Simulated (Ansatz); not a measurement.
`F[SiH2]S[SiH](F)F` → `F[SiH](F)[S]`• + `F[SiH2]`•  (homolysis of the S–Si bond)

Gas-phase electronic energies from Ansatz, PBE0-D4/def2-TZVP geometries. CCSD(T)/CBS adds triple-zeta CCSD(T) − MP2 to the extrapolated MP2 energy (def2 sets, frozen cores). This one scheme is used for every species. DFT in def2-TZVPP. No spin–orbit coupling; open shells (•) take unrestricted orbitals. Each species was taken in one conformer, which may not be the lowest.

(1) What is ΔE at CCSD(T)/CBS? (Best estimate.)

(2) What do these levels give: BLYP-D4, B97M-V, ωB97X-V, ωB97M-V, PBE-QIDH, BLYP, MP2/def2-SVP, CCSD(T)/def2-SVP, SCS-MP2/def2-TZVPP, CCSD/def2-TZVPP, HF/CBS(def2), MP2/CBS(def2)? (Best estimate.)

Largest T1 diagnostic among the species: 0.014.

Results:

(1) Computed: +98.7 kcal/mol.

(2) The calculation gave: BLYP-D4 91.0, B97M-V 97.1, ωB97X-V 97.6, ωB97M-V 98.9, PBE-QIDH 96.9, BLYP 85.4, MP2/def2-SVP 93.7, CCSD(T)/def2-SVP 90.2, SCS-MP2/def2-TZVPP 96.8, CCSD/def2-TZVPP 92.2, HF/CBS(def2) 68.9, MP2/CBS(def2) 103.1 kcal/mol.

At CCSD(T), def2-SVP lies −8.4 kcal/mol from the extrapolated value and def2-TZVPP −3.8 kcal/mol: correlation converges slowly with the basis, and small sets miss more of it in the bonded molecule than in its fragments. Leaving LDA and LC-ωPBE aside and taking each functional with its dispersion term where it has one, the values spread over 7.9 kcal/mol, from BLYP-D4 to ωB97M-V. LDA lies +14.8 kcal/mol from PBE without D4, its usual overbinding. The D4 term adds +4.4 kcal/mol with B3LYP and +2.4 kcal/mol with PBE0; it sums over pairs of atoms, weighted by their polarisabilities, and B3LYP, whose exchange is more repulsive, gets the larger term.

B3LYP here is the variant with VWN-RPA as its local correlation; programs differ in this.
